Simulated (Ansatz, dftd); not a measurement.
Reaction: SiHCl3 (trichlorosilane, SMILES Cl[SiH](Cl)Cl) → SiHCl2 (SMILES Cl[SiH]Cl, doublet) + Cl (doublet) (the Cl-Si bond breaks)
Each species at its own B3LYP-D3(BJ)/def2-TZVP minimum (Ansatz, a program for electronic structure).

Wanted: bond dissociation energy (electronic), in kJ/mol. UHF or UKS for unpaired electrons; spin-orbit terms are left out. Cores are frozen in correlated methods. Rows without X2C or -DK are non-relativistic. CBS(X,Y): correlation extrapolated as X^-3, Hartree-Fock from the larger set (Q,5: extrapolated as (X+1)exp(-9√X)). A bracket is a step between two methods taken in the basis named. The functionals are non-relativistic, so their misses hold any scalar relativity. Double hybrids freeze cores in their MP2 part. 'core' is core correlation in cc-pwCVTZ (1s frozen past Ne), 'X2C' scalar relativity in cc-pVTZ-DK, both at CCSD(T).

```json
[
 {"level": "HF/cc-pV(5+d)Z", "program": "Ansatz", "bond dissociation energy (kJ/mol)": "352.4", "difference against the last row": "-124.6"},
 {"level": "HF/CBS(cc-pV(Q+d)Z,cc-pV(5+d)Z)", "program": "Ansatz", "bond dissociation energy (kJ/mol)": "352.4", "difference against the last row": "-124.6"},
 {"level": "PBE0-D4/def2-TZVPD", "program": "Ansatz + dftd4", "bond dissociation energy (kJ/mol)": "459.3", "difference against the last row": "-17.7"},
 {"level": "B2GP-PLYP-D4/def2-TZVPD", "program": "Ansatz + dftd4", "bond dissociation energy (kJ/mol)": "459.6", "difference against the last row": "-17.4"},
 {"level": "CCSDT(Q)/cc-pV(D+d)Z", "program": "Ansatz", "bond dissociation energy (kJ/mol)": "424.4", "difference against the last row": "-52.6"},
 {"level": "CCSD(T)/CBS(cc-pV(Q+d)Z,cc-pV(5+d)Z) + [CCSDT(Q) - CCSD(T)]/cc-pV(D+d)Z + core + X2C", "program": "Ansatz", "bond dissociation energy (kJ/mol)": "477.0", "difference against the last row": "0.0"}
]
```
